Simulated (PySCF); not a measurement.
Cartesian coordinates in Å; atom numbers follow the order of the lines, from 1:
```xyz
21

C     4.1489    0.0280    1.2488
C     2.8598   -0.1809    0.6180
C     1.7772   -0.3512    0.0829
Si    0.1355   -0.6260   -0.6597
O    -0.0079    0.1172   -2.1592
Si   -1.3671    1.0908   -2.3367
C    -2.3105    0.6369   -0.7583
C    -1.2524    0.2508    0.2988
C    -1.8123   -0.5040    1.4978
H     4.7285   -0.9078    1.2849
H     4.7400    0.7719    0.6923
H     4.0289    0.3940    2.2804
H    -0.0863   -2.0953   -0.8008
H    -0.9677    2.5302   -2.3860
H    -2.0937    0.7504   -3.5944
H    -2.9481   -0.2376   -0.9854
H    -2.9865    1.4304   -0.3973
H    -0.7733    1.1815    0.6601
H    -2.2734   -1.4566    1.1893
H    -1.0253   -0.7400    2.2322
H    -2.5868    0.0830    2.0184
```

Geometry: PBE0-D3(BJ)/def2-SVP; GIAO absolute shieldings from PySCF, gas phase, non-relativistic, averaged over equivalent atoms.

At WP04/pcSseg-1 (227 basis functions, 93 s wall time on 1 thread of an Arm Neoverse N1, shared host):
```csv
atoms,σ (ppm)
C2,68.1
C3,93.3
C8,149.2
C9,153.1
C7,153.2
C1,164.5
Si6,350.0
Si4,364.2
O5,279.8
H15,27.26
H14,27.33
H13,27.53
H10/H11/H12,29.61
H19/H20/H21,30.44
H18,30.64
H17,30.68
H16,30.95
```

Question: Predict the values at PBE0/pcSseg-1 on the same geometry.

Answer: 
| atoms | σ at PBE0/pcSseg-1 | change |
| --- | --- | --- |
| C2 | 71.6 | +3.5 |
| C3 | 99.6 | +6.3 |
| C8 | 163.2 | +14.0 |
| C9 | 166.7 | +13.6 |
| C7 | 165.3 | +12.1 |
| C1 | 178.6 | +14.1 |
| Si6 | 352.4 | +2.4 |
| Si4 | 365.0 | +0.8 |
| O5 | 282.5 | +2.7 |
| H15 | 26.18 | -1.08 |
| H14 | 26.27 | -1.06 |
| H13 | 26.58 | -0.95 |
| H10/H11/H12 | 29.29 | -0.32 |
| H19/H20/H21 | 30.09 | -0.35 |
| H18 | 30.26 | -0.38 |
| H17 | 30.28 | -0.40 |
| H16 | 30.55 | -0.40 |

The largest change is at C1 (propargylic methyl carbon). Cost: 227 basis functions, 96 s wall time on 1 thread of an Arm Neoverse N1, shared host. The order of the carbon signals changes between the two levels.
